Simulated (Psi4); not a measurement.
C₆H₁₄, charge -1, doublet, at the geometry of the source list (a state made from the parent by changing its charge; the spin is typed, not shown lowest) (a gas-phase anion, which may not be bound at this level); CCSD(T)/STO-3G (Psi4 1.11).

The Psi4 input:
```
memory 2 GB

molecule {
-1 2
C     2.83340000    0.85030000   -0.34240000
C     1.82880000    0.00110000    0.42560000
C     0.44440000    0.03160000   -0.21760000
C    -0.56010000   -0.81700000    0.55810000
C    -1.93330000   -0.90240000   -0.10840000
C    -2.66640000    0.43210000   -0.15860000
H     2.93620000    0.49080000   -1.36410000
H     2.50950000    1.88830000   -0.37790000
H     3.81090000    0.81330000    0.13320000
H     2.18440000   -1.03130000    0.46810000
H     1.75560000    0.36640000    1.45290000
H     0.09860000    1.06580000   -0.26140000
H     0.51550000   -0.34040000   -1.24290000
H    -0.67420000   -0.40920000    1.56570000
H    -0.15880000   -1.82930000    0.65710000
H    -1.81730000   -1.29070000   -1.12340000
H    -2.54310000   -1.61770000    0.44960000
H    -2.74670000    0.86090000    0.83800000
H    -3.67090000    0.29620000   -0.55390000
H    -2.14660000    1.14120000   -0.79750000
}

set {
  basis sto-3g
  reference uhf
  freeze_core true
}

energy('ccsd(t)')
print_variables()
```

Output, abridged:

```
   => Loading Basis Set <=

    Name: STO-3G
    Role: ORBITAL
    Keyword: BASIS

         ---------------------------------------------------------
                                   SCF
               by Justin Turney, Rob Parrish, Andy Simmonett
                          and Daniel G. A. Smith
                              UHF Reference
         ---------------------------------------------------------

  ==> Geometry <==

    Molecular point group: c1
    Full point group: C1

    Geometry (in Angstrom), charge = -1, multiplicity = 2:

       Center              X                  Y                   Z               Mass
    ------------   -----------------  -----------------  -----------------  -----------------
         C            2.840192330093     0.901910260606    -0.362405625084    12.000000000000
         C            1.835592330093     0.052710260606     0.405594374916    12.000000000000
         C            0.451192330093     0.083210260606    -0.237605625084    12.000000000000
         C           -0.553307669907    -0.765389739394     0.538094374916    12.000000000000
         C           -1.926507669907    -0.850789739394    -0.128405625084    12.000000000000
         C           -2.659607669907     0.483710260606    -0.178605625084    12.000000000000
         H            2.942992330093     0.542410260606    -1.384105625084     1.007825032230
         H            2.516292330093     1.939910260606    -0.397905625084     1.007825032230
         H            3.817692330093     0.864910260606     0.113194374916     1.007825032230
         H            2.191192330093    -0.979689739394     0.448094374916     1.007825032230
         H            1.762392330093     0.418010260606     1.432894374916     1.007825032230
         H            0.105392330093     1.117410260606    -0.281405625084     1.007825032230
         H            0.522292330093    -0.288789739394    -1.262905625084     1.007825032230
         H           -0.667407669907    -0.357589739394     1.545694374916     1.007825032230
         H           -0.152007669907    -1.777689739394     0.637094374916     1.007825032230
         H           -1.810507669907    -1.239089739394    -1.143405625084     1.007825032230
         H           -2.536307669907    -1.566089739394     0.429594374916     1.007825032230
         H           -2.739907669907     0.912510260606     0.817994374916     1.007825032230
         H           -3.664107669907     0.347810260606    -0.573905625084     1.007825032230
         H           -2.139807669907     1.192810260606    -0.817505625084     1.007825032230

  Running in c1 symmetry.

  Rotational constants: A =      0.29283  B =      0.04557  C =      0.04239 [cm^-1]
  Rotational constants: A =   8778.95069  B =   1366.19461  C =   1270.72157 [MHz]
  Nuclear repulsion =  248.724856614414364

  Charge       = -1
  Multiplicity = 2
  Electrons    = 51
  Nalpha       = 26
  Nbeta        = 25

  ==> Algorithm <==

  SCF Algorithm Type is PK.
  DIIS enabled.
  MOM disabled.
  Fractional occupation disabled.
  Guess Type is SAD.
  Energy threshold   = 1.00e-08
  Density threshold  = 1.00e-08
  Integral threshold = 1.00e-12

  ==> Primary Basis <==

  Basis Set: STO-3G
    Blend: STO-3G
    Number of shells: 32
    Number of basis functions: 44
    Number of Cartesian functions: 44
    Spherical Harmonics?: true
    Max angular momentum: 1

  ==> Integral Setup <==

  Using in-core PK algorithm.
   Calculation information:
      Number of atoms:                  20
      Number of AO shells:              32
      Number of primitives:             96
      Number of atomic orbitals:        44
      Number of basis functions:        44

      Integral cutoff                 1.00e-12
      Number of threads:                 1

  Performing in-core PK
  Using 981090 doubles for integral storage.
  We computed 127752 shell quartets total.
  Whereas there are 139656 unique shell quartets.

  ==> DiskJK: Disk-Based J/K Matrices <==

    J tasked:                  Yes
    K tasked:                  Yes
    wK tasked:                  No
    Schwarz Cutoff:          1E-12

  Minimum eigenvalue in the overlap matrix is 1.9559275286E-01.
  Reciprocal condition number of the overlap matrix is 7.3502524587E-02.
    Using symmetric orthogonalization.

  ==> Pre-Iterations <==

  SCF Guess: Superposition of Atomic Densities via on-the-fly atomic UHF (no occupation information).

   -------------------------
    Irrep   Nso     Nmo
   -------------------------
     A         44      44
   -------------------------
    Total      44      44
   -------------------------

  ==> Iterations <==

                        Total Energy        Delta E     RMS |[F,P]|

   @UHF iter SAD:  -226.95919251125588   -2.26959e+02   0.00000e+00
   @UHF iter   1:  -232.04001043652772   -5.08082e+00   3.43307e-03 ADIIS/DIIS
   @UHF iter   2:  -232.06172540493563   -2.17150e-02   1.08945e-03 ADIIS/DIIS
   @UHF iter   3:  -232.06660028045388   -4.87488e-03   6.82603e-04 ADIIS/DIIS
   @UHF iter   4:  -232.06900660104407   -2.40632e-03   4.03922e-04 ADIIS/DIIS
   @UHF iter   5:  -232.07080080048678   -1.79420e-03   1.78827e-04 ADIIS/DIIS
   @UHF iter   6:  -232.07113757851431   -3.36778e-04   1.02542e-04 ADIIS/DIIS
   @UHF iter   7:  -232.07128260515159   -1.45027e-04   6.19601e-05 DIIS
   @UHF iter   8:  -232.07134768148197   -6.50763e-05   4.64745e-05 DIIS
   @UHF iter   9:  -232.07140115442377   -5.34729e-05   3.49427e-05 DIIS
   @UHF iter  10:  -232.07143553461557   -3.43802e-05   2.35683e-05 DIIS
   @UHF iter  11:  -232.07145731487185   -2.17803e-05   1.03126e-05 DIIS
   @UHF iter  12:  -232.07145961349414   -2.29862e-06   4.56980e-06 DIIS
   @UHF iter  13:  -232.07145983211780   -2.18624e-07   2.07207e-06 DIIS
   @UHF iter  14:  -232.07145987303215   -4.09144e-08   9.91482e-07 DIIS
   @UHF iter  15:  -232.07145988313655   -1.01044e-08   5.21718e-07 DIIS
[...]
  @UHF Final Energy:  -232.07145988769079
    Total Energy =                       -232.0714598876908212
[...]
    17        -0.422707729992543    2.155e-05    0.018330    0.000000    0.000000    0.000000
    18        -0.422708227115281    1.444e-05    0.018330    0.000000    0.000000    0.000000
    19        -0.422708161419025    9.717e-06    0.018330    0.000000    0.000000    0.000000
    20        -0.422707907999147    6.553e-06    0.018329    0.000000    0.000000    0.000000
    21        -0.422707755137387    4.560e-06    0.018330    0.000000    0.000000    0.000000
    22        -0.422707838277665    2.717e-06    0.018330    0.000000    0.000000    0.000000
    23        -0.422707917782988    1.640e-06    0.018330    0.000000    0.000000    0.000000
    24        -0.422707938294295    1.065e-06    0.018330    0.000000    0.000000    0.000000
    25        -0.422707925661502    7.665e-07    0.018330    0.000000    0.000000    0.000000
    26        -0.422707922427951    5.841e-07    0.018331    0.000000    0.000000    0.000000
    27        -0.422707927252142    4.586e-07    0.018331    0.000000    0.000000    0.000000
    28        -0.422707932267585    2.899e-07    0.018331    0.000000    0.000000    0.000000
    29        -0.422707931848318    1.975e-07    0.018331    0.000000    0.000000    0.000000
    30        -0.422707929652698    1.348e-07    0.018331    0.000000    0.000000    0.000000
    31        -0.422707930306610    8.831e-08    0.018331    0.000000    0.000000    0.000000

    Iterations converged.

    Largest TIA Amplitudes:
             19   0        -0.0573621655
             19  16         0.0510223357
             19   4         0.0457382307
             19   6        -0.0259177822
             19  12         0.0254504708
             19   7        -0.0219628415
             19  13        -0.0218078679
             19  14         0.0140998358
             19   3         0.0139111998
             19   1        -0.0114808499

    Largest Tia Amplitudes:
             15   9         0.0053719683
             14  13        -0.0043157818
             16  18         0.0041185044
              7   1        -0.0035620286
             12  10        -0.0034327454
             11   8        -0.0033860176
              8   2         0.0033539935
             13   8        -0.0033298825
             10   5        -0.0033088221
             15  10         0.0032422414

    Largest TIJAB Amplitudes:
     19  18  13  12         0.0171775873
     19  18  16  13        -0.0152234523
     19  18  16   4        -0.0123842716
     19  18   4   0        -0.0118335287
     19  18  16   0        -0.0112355153
     19  18  13   4         0.0095657719
     19  18  13   6        -0.0086140792
     19  18  12   9        -0.0078939965
     19  10   4   0        -0.0073105137
     19  18  11   8        -0.0071481533

    Largest Tijab Amplitudes:
     18  13  17  16        -0.0059328365
     18  14  18  17         0.0045299651
     17  15  17  16         0.0040039658
     18  15  17  16         0.0035448545
     17   5  17  14         0.0035034947
     18  12  18  16         0.0035027395
     15  11  17  16         0.0034424347
     18   5  16  14         0.0032283718
     18   4  17  12         0.0031095617
     18  16  18  16        -0.0030482388

    Largest TIjAb Amplitudes:
     19  17  13  17         0.0196744176
     17  16  17  18         0.0182908911
      9   9   5   6         0.0156307209
      8   8   2   2        -0.0155578759
     19  18  13  17         0.0153424053
     11  11   1   1         0.0151646325
      9   9   5   3         0.0149843105
     19  16  16  18         0.0145903352
     18  18  16  17        -0.0142367261
      9   9   4   3         0.0140589890

    SCF energy       (wfn)                    = -232.071459887690793
    Reference energy (file100)                = -232.071459887689286

    Opposite-spin MP2 correlation energy      =   -0.281669891718276
    Same-spin MP2 correlation energy          =   -0.040623768650096
    Singles MP2 correlation energy            =   -0.000000000000000
    MP2 correlation energy                    =   -0.322293660368372
      * MP2 total energy                      = -232.393753548057646

    Opposite-spin CCSD correlation energy     =   -0.386427210331919
    Same-spin CCSD correlation energy         =   -0.036280719974691
    Singles CCSD correlation energy           =   -0.000000000000000
    CCSD correlation energy                   =   -0.422707930306610
      * CCSD total energy                     = -232.494167817995901

            **************************
            *                        *
            *        CCTRIPLES       *
            *                        *
            **************************

    Wave function   =    CCSD_T
    Reference wfn   =      UHF

    Nuclear Rep. energy (wfn)                =  248.724856614414364
    SCF energy          (wfn)                = -232.071459887690793
    Reference energy    (file100)            = -232.071459887689286
    CCSD energy         (file100)            =   -0.422707930306610
    Total CCSD energy   (file100)            = -232.494167817995901

    Number of ijk index combinations:
    Spin Case AAA:                                1140
    Spin Case BBB:                                 969
    Spin Case AAB:                                3610
    Spin Case ABB:                                3420
    AAA (T) energy                             =   -0.000162994478661
    BBB (T) energy                             =   -0.000028033862941
    AAB (T) energy                             =   -0.002424972168841
    ABB (T) energy                             =   -0.002221905961100
    (T) energy                                   =   -0.004837906471543
      * CCSD(T) total energy                     = -232.499005724467452

  Variable Map:
  ----------------------------------------------------------------------------
[...]
  Array Variable Map:
  ----------------------------------------------------------------------------
[...]
[...]
```
